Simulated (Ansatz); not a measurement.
fluorenone (C13H8O), SMILES c1cc2-c3ccccc3C(c2cc1)=O. Heavy atoms are numbered as in [O:1]=[C:2]1[c:3]2[cH:4][cH:5][cH:6][cH:7][c:8]2-[c:9]2[cH:10][cH:11][cH:12][cH:13][c:14]21.

Method: B3LYP-D3(BJ)/def2-SVP run with Ansatz (a program for electronic structure).

Bond lengths of the relaxed neutral molecule (Å): O1–C2 1.212, C2–C3 1.502, C2–C14 1.502, C3–C4 1.388, C3–C8 1.412, C4–C5 1.403, C5–C6 1.400, C6–C7 1.405, C7–C8 1.391, C8–C9 1.483, C9–C10 1.391, C9–C14 1.412, C10–C11 1.405, C11–C12 1.400, C12–C13 1.403, C13–C14 1.388.

Task: How do the bond lengths change in the relaxed cation? (The exact figures need the calculation; the answer reports its results.)

Result: 
```
bond     neutral (Å)  cation (Å)
-------  -----------  ----------
O1–C2          1.212       1.203
C2–C3          1.502       1.504
C2–C14         1.502       1.504
C3–C4          1.388       1.378
C3–C8          1.412       1.438
C4–C5          1.403       1.411
C5–C6          1.400       1.419
C6–C7          1.405       1.388
C7–C8          1.391       1.413
C8–C9          1.483       1.438
C9–C10         1.391       1.413
C9–C14         1.412       1.438
C10–C11        1.405       1.388
C11–C12        1.400       1.419
C12–C13        1.403       1.411
C13–C14        1.388       1.378
```
